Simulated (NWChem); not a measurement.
CH4ClInO; SMILES [Cl][InH][O]C

```xyz
8

In    -0.4359     0.0383     0.0000
H     -2.1335    -0.1559     0.0000
Cl     0.6443     2.1140     0.0000
O      0.9108    -1.4226     0.0000
C      0.6079    -2.7842     0.0000
H      1.0409    -3.2793    -0.8897
H      1.0409    -3.2793     0.8897
H     -0.4771    -3.0166     0.0000
```
Atoms are numbered in this order, from 1.

Program: NWChem. Geometry: optimised at PBE0/def2-SVP (def2 core potentials past Kr).

Question: Estimate the computed values for TPSS/STO-3G, non-relativistic. Quantities: highest occupied level (eV); orbital gap (eV); dipole (D).

Answer: 
| Item | Value |
|---|---|
| highest occupied level (eV) | -2.94 |
| orbital gap (eV) | 4.11 |
| dipole (D) | 3.43 |
